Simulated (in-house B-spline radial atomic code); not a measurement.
Results of a calculation; reference values are marked as such.
# Softness against transferability: the 5s channel of Ru

Ru, [Kr] 4d7 5s1, non-relativistic LDA (VWN5), spherical and spin-unpolarised, from an all-electron radial atomic-structure program (B-spline basis) (atomic units). The all-electron 5s level is ε = -0.152834 hartree, its outermost node lies just inside 1.29 bohr and its outer maximum at 2.83 bohr.

Troullier-Martins pseudo-orbitals are made for several radii. The cutoffs (hartree) are the plane-wave energies beyond which the orbital holds less than the named kinetic energy per electron. The phase error is the difference, pseudo minus all-electron, of arctan(R P'/P) at R = 3.9 bohr for all radii, half a hartree below and above the level.

```
r_c (bohr)  V_l(0) (hartree)  cutoff for 10 mEh  for 1 mEh  for 0.1 mEh  phase error at ε − 0.5 (mrad)  at ε + 0.5 (mrad)
      2.12             -1.29               2.78       8.32         22.8                           -0.6              -20.9
      2.46              1.24               1.77       5.25         8.32                           -0.4               -9.0
      2.83              1.26               1.77       4.99         7.84                           -0.4               -9.5
      3.19              0.69               1.55       4.03         6.77                           -0.8              -19.0
      3.56              0.29               1.22       2.33         5.64                           -1.8              -42.8
       3.6              0.26               1.22       2.33         5.51                           -2.0              -46.5
```

Which radius needs the lowest cutoff for 0.1 mEh while both phase errors stay within 21.0 mrad?

The radii within that limit are 2.12, 2.46, 2.83, 3.19 bohr; of these r_c = 3.19 needs the least, 6.77 hartree, that is 13.5 Ry or 184 eV.

What does the larger radius buy, and what does it cost?

From r_c = 2.12 to 3.6 bohr the cutoff for 1 mEh goes from 8.32 to 2.33 hartree, a factor of 3.57, against 2.88 for a pure 1/r_c² scaling, end to end; step by step it is 8.32, 5.25, 4.99, 4.03, 2.33, 2.33, and for 0.1 mEh 22.8, 8.32, 7.84, 6.77, 5.64, 5.51; the number of plane waves goes as the cutoff to the power 3/2, here a factor of 6.7. The larger of the two phase errors is least at r_c = 2.46 bohr, 9.0 mrad; it is 20.9 at the smallest radius and 46.5 at the largest. These errors test the reference atom alone. The smallest radius lies well inside the outer maximum, where the nodeless form must bend sharply to keep the norm, so it is both harder and scatters less well than the next. Large radii also let the cores of neighbours overlap, which an atom doesn't show.
